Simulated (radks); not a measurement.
The numbers below are computed, except where a source is named.
The nuclear charge of the erbium ion Er2+ is varied continuously with 66 electrons held in [Xe] 4f12. Code: a radial shooting solver on a logarithmic mesh with Libxc functionals. Model: scalar-relativistic Kohn-Sham, PBE, spin-polarised, spherical densities, point nucleus; open shells are filled with parallel spins first (spin-orbit coupling, left out, can overturn this in heavy ions). By the Hellmann-Feynman theorem dE/dZ = E(electron-nucleus)/Z, the electronic potential at the nucleus. The scalar-relativistic energy here is not variational (the density holds large components alone), so the two differ by a part that grows with Z.

Z     E (hartree)  E(electron-nucleus)/Z (hartree)  HOMO  e(HOMO) (eV)  <r> HOMO (bohr)
67.6  -12896.6053                         -467.684    4f       -10.431           0.8743
67.8  -12990.9545                         -469.745    4f       -13.437           0.8503
68    -13085.7226                         -471.806    4f       -16.631           0.8298
68.2  -13180.9095                         -473.866    4f       -19.992           0.8117
68.4  -13276.5151                         -475.926    4f       -23.507           0.7953
68.6  -13372.5397                         -477.986    4f       -27.164           0.7804
68.8  -13468.9834                         -480.048    4f       -30.955           0.7667
69    -13565.8465                         -482.110    4f       -34.874           0.7539

The central difference of E at Z = 68 is -474.887 hartree, to compare with the third column; the second derivative is -10.5 hartree.
